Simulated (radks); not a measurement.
Values are calculated unless marked as measured or tabulated.
Ho2+, configuration [Xe] 4f11.

Level of theory: scalar-relativistic Kohn-Sham, PBE, spin-unpolarised, spherical densities, finite nucleus; Fermi nuclear charge, rms radius 5.2022 fm (a radial shooting solver on a logarithmic mesh with Libxc functionals).

Energy parts (eV):
part                      energy
total                 -343257.91
kinetic                371157.89
electron-nucleus      -840237.75
Hartree                133167.34
exchange-correlation    -7345.40

Orbitals (lengths in bohr, moments of r in powers of bohr):
| orbital | occ. | eigenvalue (eV) | <1/r> | <r^4> |
|---|---|---|---|---|
| 1s | 2 | -55501.80 | 76.04 | 9.255e-07 |
| 2s | 2 | -9295.685 | 17.69 | 0.0001447 |
| 2p | 6 | -8237.684 | 16.38 | 0.0001095 |
| 3s | 2 | -2087.037 | 6.516 | 0.005495 |
| 3p | 6 | -1763.626 | 6.098 | 0.005791 |
| 3d | 10 | -1353.076 | 5.782 | 0.004562 |
| 4s | 2 | -423.5195 | 2.749 | 0.1344 |
| 4p | 6 | -317.0921 | 2.518 | 0.1777 |
| 4d | 10 | -173.2714 | 2.221 | 0.2796 |
| 4f | 11 | -17.2800 | 1.603 | 3.082 |
| 5s | 2 | -64.6522 | 1.037 | 5.021 |
| 5p | 6 | -40.0834 | 0.8625 | 10.54 |

The highest occupied level is 4f at -17.280 eV. The electron density at the nucleus is 8.473e+05 e/bohr^3 (large components only). The density falls to 0.001 e/bohr^3 at r = 3.37 bohr. For comparison, the ionisation energy in NIST's Atomic Spectra Database is 22.79 eV (semi-empirical). In exact Kohn-Sham theory the highest level is minus the ionisation energy, but local and semilocal functionals leave it too shallow, through self-interaction and a potential that decays too fast; potentials with the right tail come closer.

Beside tabulated values, note that spin-unpolarised runs miss the spin-polarisation part of the exchange energy of open shells.
